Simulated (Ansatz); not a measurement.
The cluster Ge₆Bi⁺, relaxed as a singlet with RKS PBE-D4/def2-SVP in Ansatz, starting from the GFN2-xTB geometry. Force threshold 0.02 eV/Å.

In the def2 sets Bi takes a core potential; there is no spin–orbit coupling. Another isomer (singlet) lies 0.23 eV lower at PBE0-D4/def2-TZVP; other spin states weren't run for this one.

Start:

Cartesian coordinates in Å:
```
Bi -0.8715 -0.9311 0.9777
Ge 0.6796 0.7261 -0.7630
Ge 0.1348 -1.6535 -1.5690
Ge -1.7527 0.2504 -1.4441
Ge 1.0878 0.9590 1.7649
Ge 1.8912 -1.2139 0.4126
Ge -1.1691 1.8630 0.6208
```

```tsv
step	energy (eV)	largest force component (eV/Å)	SCF passes
1	-344856.3223	1.665	21
2	-344856.6168	0.797	28
3	-344856.6788	0.113	22
4	-344856.6814	0.029	23
5	-344856.6816	0.006	22
```

Force components are those of the run's own axes.

End:

```xyz
7

Bi   -0.942   -1.007    1.057
Ge    0.644    0.689   -0.723
Ge    0.160   -1.688   -1.646
Ge   -1.794    0.279   -1.514
Ge    1.143    1.013    1.804
Ge    1.975   -1.234    0.404
Ge   -1.186    1.948    0.618
```

By distances, no bond broke or formed. The bond that changes most is Bi1–Ge3, from 2.83 to 3.00 Å (atoms count from 1).

No frequencies were taken in this run, so the end may be a saddle point.

Hardware: 4 threads of Arm Neoverse V1 on a shared host. Wall time 24 s.
